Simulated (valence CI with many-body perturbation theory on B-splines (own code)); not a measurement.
**Ir63+: calculated level list**

Computed by relativistic CI+MBPT: four valence electrons over a frozen Dirac-Fock core [Ne], radial functions for each j: 9 s, 9 p, 8 d, 6 f, 3 g, 1 h, with the one-electron correlation potential Σ1 (screened to all orders), the two-electron term Σ2, the three-electron term Σ3, Breit, model QED; selected single and double excitations, second order for the rest, scaled by the run's own slope (own B-spline code, finite nucleus).

No measured spectrum was set against this ion. As an estimate, large intervals hold to a few tenths of a per cent, small ones and those within an open d or f shell to about a per cent.

Levels 1 to 38 of 38, with energies above the lowest level, (3s^2 3p1/2^2) J=0. "Leading %" is the weight of the configuration and term that name the level; weights of strongly mixed levels are sums over their largest components and can fall short, so below about 35 % the name and the second component can differ from the true leading terms, or belong to a minority configuration. In the jj column 3d3/2^4 stands for four electrons in 3d with j = 3/2. Lifetimes count E1, E2, E3, M1 and M2 decay at the calculated energies, and are blank where another channel may lead or the interval is too uncertain; long ones can be off by a factor of two.

| No. | Configuration | Term | J | E (Ry) | Leading % | Second component | Lifetime | g | Leading jj |
| --- | --- | --- | --- | --- | --- | --- | --- | --- | --- |
| 1 | 3s2 3p2 | 3P | 0 | 0.000 | 68 | 31 % 3s2 3p2 1S |  |  | 3s^2 3p1/2^2 (100 %) |
| 2 | 3s2 3p2 | 3P | 1 | 31.070 | 100 |  | 2.11 ns | 1.488 | 3s^2 3p1/2 3p3/2 (100 %) |
| 3 | 3s2 3p2 | 1D | 2 | 31.785 | 65 | 35 % 3s2 3p2 3P | 102 ns | 1.159 | 3s^2 3p1/2 3p3/2 (99 %) |
| 4 | 3s 3p3 | 3P° | 2 | 44.312 | 47 | 26 % 3s 3p3 5S° | 32.4 ps | 1.516 | 3s 3p1/2^2 3p3/2 (97 %) |
| 5 | 3s 3p3 | 3D° | 1 | 46.412 | 27 | 24 % 3s 3p3 1P° | 947 fs | 1.047 | 3s 3p1/2^2 3p3/2 (81 %) |
| 6 | 3s2 3p 3d | 3F° | 2 | 48.087 | 74 | 20 % 3s2 3p 3d 1D° | 86.3 ps | 0.752 | 3s^2 3p1/2 3d3/2 (99 %) |
| 7 | 3s2 3p 3d | 3D° | 1 | 51.534 | 43 | 25 % 3s2 3p 3d 1P° | 155 fs | 0.881 | 3s^2 3p1/2 3d3/2 (81 %) |
| 8 | 3s2 3p 3d | 3P° | 2 | 56.796 | 46 | 34 % 3s2 3p 3d 3D° | 2.47 ps | 1.282 | 3s^2 3p1/2 3d5/2 (97 %) |
| 9 | 3s2 3p 3d | 3F° | 3 | 56.898 | 50 | 27 % 3s2 3p 3d 1F° | 3.69 ps | 1.102 | 3s^2 3p1/2 3d5/2 (99 %) |
| 10 | 3s 3p2 3d | 3D | 1 | 61.660 | 45 | 38 % 3s 3p2 3d 5F | 15.8 ps | 0.445 | 3s 3p1/2^2 3d3/2 (99 %) |
| 11 | 3s 3p2 3d | 3D | 2 | 62.225 | 29 | 17 % 3s 3p2 3d 5F | 16.7 ps | 1.122 | 3s 3p1/2^2 3d3/2 (97 %) |
| 12 | 3s2 3p2 | 3P | 2 | 63.419 | 64 | 34 % 3s2 3p2 1D | 274 ps | 1.310 | 3s^2 3p3/2^2 (98 %) |
| 13 | 3s2 3p2 | 1S | 0 | 64.983 | 68 | 31 % 3s2 3p2 3P | 587 ps |  | 3s^2 3p3/2^2 (98 %) |
| 14 | 3s 3p2 3d | 3D | 3 | 69.989 | 35 | 19 % 3s 3p2 3d 5D | 3.27 ps | 1.340 | 3s 3p1/2^2 3d5/2 (98 %) |
| 15 | 3s 3p2 3d | 3F | 2 | 71.069 | 27 | 21 % 3s 3p2 3d 1D | 2.97 ps | 1.027 | 3s 3p1/2^2 3d5/2 (97 %) |
| 16 | 3s 3p3 | 3D° | 2 | 74.663 | 49 | 45 % 3s 3p3 5S° | 1.34 ps | 1.528 | 3s 3p1/2 3p3/2^2 (96 %) |
| 17 | 3s 3p3 | 3D° | 3 | 76.115 | 94 |  | 1.94 ps | 1.310 | 3s 3p1/2 3p3/2^2 (94 %) |
| 18 | 3s 3p3 | 3P° | 0 | 76.983 | 85 | 14 % 3s2 3p 3d 3P° | 1.07 ps |  | 3s 3p1/2 3p3/2^2 (85 %) |
| 19 | 3s 3p3 | 1D° | 2 | 78.109 | 55 | 13 % 3s2 3p 3d 3D° | 518 fs | 1.083 | 3s 3p1/2 3p3/2^2 (70 %) |
| 20 | 3s 3p3 | 3P° | 1 | 78.152 | 32 | 20 % 3s 3p3 3D° | 630 fs | 1.268 | 3s 3p1/2 3p3/2^2 (81 %) |
| 21 | 3s 3p3 | 3S° | 1 | 79.039 | 31 | 28 % 3s 3p3 3P° | 221 fs | 1.336 | 3s 3p1/2 3p3/2^2 (97 %) |
| 22 | 3s2 3p 3d | 3F° | 3 | 82.032 | 46 | 37 % 3s2 3p 3d 1F° | 327 fs | 1.078 | 3s^2 3p3/2 3d3/2 (95 %) |
| 23 | 3s2 3p 3d | 3D° | 2 | 82.431 | 38 | 20 % 3s 3p3 1D° | 146 fs | 1.057 | 3s^2 3p3/2 3d3/2 (69 %) |
| 24 | 3s2 3p 3d | 3P° | 1 | 82.459 | 45 | 32 % 3s2 3p 3d 3D° | 184 fs | 1.115 | 3s^2 3p3/2 3d3/2 (82 %) |
| 25 | 3s2 3p 3d | 3P° | 0 | 82.542 | 85 | 14 % 3s 3p3 3P° | 221 fs |  | 3s^2 3p3/2 3d3/2 (85 %) |
| 26 | 3s2 3p 3d | 3F° | 4 | 87.360 | 99 |  | 1.21 ns | 1.236 | 3s^2 3p3/2 3d5/2 (99 %) |
| 27 | 3s2 3p 3d | 3P° | 2 | 88.137 | 44 | 42 % 3s2 3p 3d 1D° | 4.10 ps | 1.224 | 3s^2 3p3/2 3d5/2 (97 %) |
| 28 | 3s2 3p 3d | 3D° | 3 | 89.853 | 62 | 35 % 3s2 3p 3d 1F° | 1.35 ps | 1.201 | 3s^2 3p3/2 3d5/2 (96 %) |
| 29 | 3s 3p2 3d | 5F | 2 | 90.492 | 25 | 18 % 3p4 3P | 2.16 ps | 1.160 | 3s 3p1/2 3p3/2 3d3/2 (70 %) |
| 30 | 3s2 3p 3d | 1P° | 1 | 90.659 | 62 | 25 % 3s2 3p 3d 3P° | 1.88 ps | 1.071 | 3s^2 3p3/2 3d5/2 (97 %) |
| 31 | 3s 3p2 3d | 5D | 0 | 91.016 | 75 | 14 % 3s 3p2 3d 3P | 10.7 ps |  | 3s 3p1/2 3p3/2 3d3/2 (94 %) |
| 32 | 3s 3p2 3d | 5D | 1 | 91.220 | 50 | 23 % 3s 3p2 3d 5F | 10.5 ps | 1.126 | 3s 3p1/2 3p3/2 3d3/2 (99 %) |
| 33 | 3s 3p2 3d | 5F | 3 | 91.651 | 43 | 35 % 3s 3p2 3d 3F | 9.69 ps | 1.126 | 3s 3p1/2 3p3/2 3d3/2 (98 %) |
| 34 | 3p4 | 3P | 2 | 92.079 | 31 | 18 % 3s 3p2 3d 5F | 614 fs | 1.191 | 3s 3p1/2 3p3/2 3d3/2 (47 %) |
| 35 | 3s 3p2 3d | 3G | 4 | 92.984 | 31 | 18 % 3s 3p2 3d 5F | 29.7 ps | 1.152 | 3s 3p1/2 3p3/2 3d3/2 (96 %) |
| 36 | 3p4 | 1S | 0 | 93.071 | 45 | 25 % 3p4 3P | 499 fs |  | 3p1/2^2 3p3/2^2 (70 %) |
| 37 | 3s 3p2 3d | 3F | 2 | 94.051 | 56 | 9 % 3s 3p2 3d 3P | 541 fs | 0.909 | 3s 3p1/2 3p3/2 3d3/2 (87 %) |
| 38 | 3s 3p2 3d | 3D | 3 | 94.578 | 32 | 16 % 3s 3p2 3d 3F | 313 fs | 1.253 | 3s 3p1/2 3p3/2 3d3/2 (95 %) |

The ionisation energy to 3s2 3p 2P°_1/2 of the next ion comes out as 7275.4 eV (NIST: 7274 ± 19 eV (theoretical)). All 38 levels together are meant to be complete up to 94.657 Ry.
